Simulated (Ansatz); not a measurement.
A structure relaxed at r2SCAN-D4/def2-SVP in Ansatz, charge 0, singlet:

```xyz
15

Zn    0.744   -0.544   -2.357
Zn   -1.041    1.499   -0.544
Zn   -0.703   -2.397   -2.657
Zn    1.227    2.839   -0.277
Zn    0.330   -1.770   -0.144
Zn    1.591    0.307   -0.120
Zn    0.268    1.226    1.719
Se   -0.634   -1.949    2.362
Se   -0.026   -0.090    3.672
Se   -2.096   -0.696   -0.821
Se    0.472    1.858   -2.457
Se   -2.732   -1.437    1.406
Se   -0.744    3.400    1.015
I     3.749    2.071   -0.048
I    -0.405   -4.318   -0.751
```

Problem. Give its formula.

Solution. the cluster Zn7Se6I2.

Problem. Summarise the bond lengths by kind (pairs closer than 1.2 times the sum of covalent radii, bridged metal pairs left out).

Solution. 11 × Se–Zn 2.37 to 2.86 Å; 6 × Zn–Zn 2.37 to 2.92 Å; 4 × I–Zn 2.65 to 2.79 Å; 3 × Se–Se 2.35 to 2.43 Å.

In the def2 sets I takes a core potential; there is no spin–orbit coupling. Single mean-field runs in def2-SVP are fitted with def2-universal-jkfit. Another isomer (singlet) lies 5.59 eV lower at PBE0-D4/def2-TZVP; other spin states weren't run for this one.
